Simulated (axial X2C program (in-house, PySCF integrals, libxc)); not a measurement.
TiTe⁺: from the spin-free to the two-component result

Computed with an in-house all-electron X2C program for linear molecules (integrals from PySCF). Spin-free means the one-electron spin-free X2C Hamiltonian; two-component (2c) means X2C with spin–orbit coupling and atomic mean-field two-electron Coulomb and Gaunt terms, so the difference of the two also holds small scalar two-electron terms. Basis: Te dyall-cv3z [11s12p8d4f1g], Ti dyall-cv3z [10s10p6d4f2g] (cores contracted in-house); Gaussian nuclei, density fitting, unrestricted open shells. Masses: Te 129.906 u, Ti 47.948 u.

Spin-free state: M_S = 1/2, Λ = 2 (beyond evenly filled blocks: δ+α); fragments Te + Ti+.

```csv
level,Re (Å),ωe (cm⁻¹),De (eV),μ (D)
HF,2.677,257.2,0.808,12.44
TPSSh,2.427,309.4,3.213,9.43
```

Dipoles are positive if Ti is the positive end and refer to the centre of mass.

Within this multiplet, which Ω should lie lowest by the rule for regular and inverted multiplets?

The open δ shell holds one electron, so the multiplet is regular: Ω = Λ − 1/2 = 3/2. The PBE0 2c search puts Ω = 5/2 lowest instead, through mixing with other states or the limits of one determinant.

Two-component determinant lowest at the distance of the search:

Ω = 5/2 (⟨Sz⟩ = 0.50, ⟨Lz⟩ = 2.00 at HF); fragments Te + Ti+.

| level | Re (Å) | ωe (cm⁻¹) | μ (D) |
| --- | --- | --- | --- |
| HF | 2.686 | 252.6 | 12.44 |
| TPSSh | 2.432 | 305.6 | 9.39 |

From the two tables, how do the constants change at the HF level (2c against spin-free)?

At the HF level Re rises by 0.009 Å and ωe goes down by 4.6 cm⁻¹.

The state is one determinant whose occupation by symmetry is held fixed; it was picked as the lowest of a PBE0 search that is not exhaustive. Dissociation energies refer to the lowest single-determinant-based atoms at the same level and basis. De is not given where an atomic determinant may have missed its ground term or J level, or where the truncated virtual space spoils (T). Density functionals use the spin component along the axis (collinear). Without a current term, density functionals place determinants with orbital angular momentum somewhat too high. The determinant is spin-polarised beyond a pure state at some levels (its spin-free form has ⟨S²⟩ too high), which makes Re and μ there less reliable. The stretched end of a curve changes character and is left out.
